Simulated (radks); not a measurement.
Spherical quantum dot in the effective-mass picture: electrons in a parabolic well V = omega^2 r^2 / 2 with omega = 0.119, with a point charge +1 (a donor) at the centre, all in effective atomic units (hartree* = m*/eps^2 hartree, bohr* = eps/m* bohr), one dielectric constant everywhere. Calculated with a radial shooting solver with Libxc functionals: non-relativistic Kohn-Sham, r2SCAN, spin-polarised, spherical densities, generalised Kohn-Sham scheme. Levels are named by radial order and angular momentum (1s, 1p, 1d, 2s, ...), and open shells are averaged over m.

N = 11, configuration 1s2 1p6 1d(up 1, down 0) 2s2. This is the lowest configuration that the search found. Occupied levels:

level,occupation,eigenvalue (hartree*),<r> (bohr*)
1s down,1,1.5098,3.580
1s up,1,1.5105,3.767
1p up,3,1.5762,6.956
1p down,3,1.5829,6.820
2s up,1,1.5871,5.580
2s down,1,1.5942,5.661
1d up,1,1.6275,7.523

Energy (hartree*): total 8.95977, kinetic 1.2343, external 0.50680, Hartree 8.8969, exchange-correlation -1.6782.
